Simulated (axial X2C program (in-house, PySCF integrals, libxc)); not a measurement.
# Spin–orbit effects down a group: molecules with Ga, PBE0

Computed with an in-house relativistic program for diatomic molecules, spin-free (one-electron X2C) or two-component (2c: spin–orbit coupling with atomic mean-field Coulomb and Gaunt terms, which also bring small scalar terms), in Dyall basis sets with cores contracted in-house; open shells are unrestricted.

Basis sets: Ga dyall-cv3z, H dyall-v3z, Li dyall-cv3z, Na dyall-cv3z, Rb dyall-cv3z.

```csv
molecule,spin-free state,Re (Å),ωe (cm⁻¹),De (eV),2c state,Re 2c (Å),ωe 2c (cm⁻¹),De 2c (eV)
GaH,"M_S = 0, Λ = 0",1.674,1579.5,2.84,Ω = 0,1.675,1578.8,n/a
LiGa,"M_S = 0, Λ = 0",2.865,280.9,0.85,Ω = 0,2.864,280.4,n/a
NaGa,"M_S = 0, Λ = 0",3.113,158.2,0.69,Ω = 0,3.112,157.9,n/a
RbGa,"M_S = 1, Λ = 1",3.456,90.3,0.55,Ω = 2,3.457,90.5,n/a
```

Each entry is the lowest single determinant of a limited PBE0 search at one distance. De goes to single-determinant-based atoms at the same level (for ions the charge split of lowest energy) and is withheld (n/a) where an atom does not fit its ground term or J level. Main or longest-lived isotopes. One determinant is a doubtful description, or other states lie close, for LiGa, NaGa, RbGa; these need not be ground states, and all values refer to the states named. Some open-shell Ω = 0 determinants are out of reach, so the Ω given for RbGa need not be the lowest component. With several unpaired electrons the Ω given is that of one determinant, not necessarily of the lowest component. The functionals have no current term, which raises determinants with orbital currents. Where the atoms have a lower orbital projection than the molecule, De at mean-field level may be about a tenth of an eV too small.
